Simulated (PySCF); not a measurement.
Species: C2H10OPSi2 (doublet state).
Z-matrix (Å and degrees, GFN2-xTB geometry), rows numbered from 1:
```
C 
C   1  1.5202
O   2  1.3945  1  113.35
Si  3  1.6284  2  133.82  1    47.75
Si  4  2.2747  3  100.12  2   169.39
P   5  2.2400  4  102.52  3   172.79
H   1  1.0869  2  109.99  3    55.57
H   1  1.0864  2  109.80  3   175.55
H   1  1.0869  2  110.06  3   -64.34
H   2  1.0958  1  110.10  3  -119.26
H   2  1.0974  1  109.79  3   121.61
H   4  1.4801  3  109.03  2   -57.93
H   5  1.4846  4  128.78  3    47.38
H   5  1.4758  4  109.28  3   -78.04
H   6  1.3776  5   95.90  4   -88.74
H   6  1.3741  5   94.51  4   178.80
```

The hyperfine couplings belong to this conformer and change with its torsions.

As a line formula: `C(C)O[SiH][SiH2]P` [radical].

Method used: UKS B3LYP, pcH-1 on C H O P Si, non-relativistic, mean-field spin-orbit, GIAO (PySCF). Isolated species at its GFN2-xTB geometry (one conformer only). A GFN2-xTB geometry isn't a minimum of the functional, and hyperfine couplings can be far from their values at a DFT geometry, by a factor of two or more for some ions and for spin on atoms past the first row. The SCF solution wasn't tested for stability.

Question: Break the g tensor into its mass correction, gauge correction and orbital-Zeeman/spin–orbit terms.

Answer: 
```
                    Δg (ppm)     1     2     3
relativistic mass correction  -154  -154  -154
            gauge correction    34    27    54
   orbital Zeeman/spin–orbit    10    87  2953
                       total  -110   -40  2853
```

So g = 2.00221, 2.00228, 2.00517 and g_iso = 2.00322; the tensor is close to axial: the two nearest values differ by 2 % of g3 − g1. 

Question: Average each term over the three axes. Which is largest in size?

Answer: The orbital-Zeeman/spin–orbit term 1017, the mass correction -154 and the gauge correction 39 ppm, for a total of 901 ppm. The orbital-Zeeman/spin–orbit term is the largest in size. The mass correction is the same along every axis, so the anisotropy comes from the other two: their spans along these axes are 27 (gauge) and 2943 ppm (orbital Zeeman/spin–orbit).

Question: At 93.776 GHz, how far is the centre of the isotropic spectrum from where a free electron (g = 2.002319) resonates?

Answer: B = hν/(g μB) with μB/h = 13.99624 MHz/mT gives 3346.16 mT for the free electron and 3344.66 mT at g_iso, 1.51 mT lower.

Question: In a frozen sample, at which fields do the three g values resonate at 9.5, 34, 94 and 263 GHz (hyperfine left aside), and which band first spreads them over more than twice a line width of 0.3 mT?

Answer: 
| band | GHz | B(g3) mT | B(g2) mT | B(g1) mT | spread mT |
| --- | --- | --- | --- | --- | --- |
| X | 9.5 | 338.50 | 338.99 | 339.00 | 0.50 |
| Q | 34.0 | 1211.48 | 1213.23 | 1213.27 | 1.79 |
| W | 94.0 | 3349.38 | 3354.22 | 3354.34 | 4.96 |
| J | 263.0 | 9371.14 | 9384.68 | 9385.01 | 13.87 |

The spread grows in proportion to the frequency. Q band is the first where it exceeds 0.6 mT.

The largest Mulliken spin populations are on Si4 (+0.80) and O3 (+0.09). No atom but Si4 exceeds +0.15. The angles at Si4 add up to 334.1°, so it is pyramidal.

The HOMO–LUMO gaps are 4.64 eV among the α and 4.25 eV among the β orbitals.
